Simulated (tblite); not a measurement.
Compound: C₄H₇B₂F₃Si.
SMILES with atom numbers: `[CH3:1][C:2]1=[CH:3][C@@H:4]1[Si@H:5]([BH:6][F:7])[B:8]([F:9])[F:10]` (hydrogens: H11, H12, H13 on C1; H14 on C3; H15 on C4; H16 on Si5; H17 on B6)

Computed with GFN2-xTB (tblite), gas phase: L-BFGS steps from a force-field or distance-geometry start until the largest atomic force falls under 0.01 eV/Å.

At the end of the run (lengths in Å): C2=C3 1.296, B6–F7 1.318, B8–F10 1.321, B8–F9 1.325, C3–C4 1.515, C2–C4 1.512, Si5–B8 1.989, C2–C4–C3 50.7°, C3–C4–Si5 122.4°, F9–B8–F10 111.6°, C2–C4–Si5 122.0°, C1–C2–C3–C4 -179°, C2–C3–C4–Si5 107°, C3–C4–Si5–B6 -141°, H16–Si5–B6–F7 29°, H17–B6–Si5–C4 -36°.

Task: These geometries were met on the way; a selection of coordinates is given. Order them by energy above the end point, lowest first.
A. C2=C3 1.337, B6–F7 1.360, B8–F10 1.379, B8–F9 1.383, C3–C4 1.500, C2–C4 1.493, Si5–B8 1.968, C2–C4–C3 53.1°, C3–C4–Si5 111.1°, F9–B8–F10 121.9°, C2–C4–Si5 111.8°, C1–C2–C3–C4 -178°, C2–C3–C4–Si5 102°, C3–C4–Si5–B6 -147°, H16–Si5–B6–F7 -59°, H17–B6–Si5–C4 -118°
B. C2=C3 1.461, B6–F7 1.443, B8–F10 1.446, B8–F9 1.446, C3–C4 1.403, C2–C4 1.401, Si5–B8 1.941, C2–C4–C3 62.8°, C3–C4–Si5 112.1°, F9–B8–F10 120.0°, C2–C4–Si5 113.0°, C1–C2–C3–C4 -178°, C2–C3–C4–Si5 105°, C3–C4–Si5–B6 -153°, H16–Si5–B6–F7 -60°, H17–B6–Si5–C4 -120°
C. C2=C3 1.298, B6–F7 1.314, B8–F10 1.320, B8–F9 1.324, C3–C4 1.519, C2–C4 1.508, Si5–B8 1.984, C2–C4–C3 50.8°, C3–C4–Si5 116.9°, F9–B8–F10 109.8°, C2–C4–Si5 116.4°, C1–C2–C3–C4 -175°, C2–C3–C4–Si5 103°, C3–C4–Si5–B6 -146°, H16–Si5–B6–F7 -59°, H17–B6–Si5–C4 -117°
D. C2=C3 1.318, B6–F7 1.300, B8–F10 1.311, B8–F9 1.315, C3–C4 1.537, C2–C4 1.534, Si5–B8 1.965, C2–C4–C3 50.8°, C3–C4–Si5 112.9°, F9–B8–F10 120.1°, C2–C4–Si5 113.2°, C1–C2–C3–C4 -178°, C2–C3–C4–Si5 102°, C3–C4–Si5–B6 -145°, H16–Si5–B6–F7 -57°, H17–B6–Si5–C4 -119°
E. C2=C3 1.291, B6–F7 1.315, B8–F10 1.320, B8–F9 1.323, C3–C4 1.502, C2–C4 1.501, Si5–B8 1.934, C2–C4–C3 50.9°, C3–C4–Si5 114.8°, F9–B8–F10 111.4°, C2–C4–Si5 114.4°, C1–C2–C3–C4 -178°, C2–C3–C4–Si5 102°, C3–C4–Si5–B6 -145°, H16–Si5–B6–F7 -58°, H17–B6–Si5–C4 -118°

Result: C (0.121 eV), E (0.204 eV), D (0.401 eV), A (0.782 eV), B (2.325 eV).

```tsv
step	E above end (eV)	rms distance from the end, all atoms (Å)	largest force (eV/Å)	rms shift of all bonds from the end (Å)
9	0.121	0.646	0.619	0.006
6	0.204	0.651	0.662	0.017
3	0.401	0.660	2.197	0.015
1	0.782	0.670	2.225	0.033
0	2.325	0.679	6.192	0.079
```

Rows stand in the order of the answer.
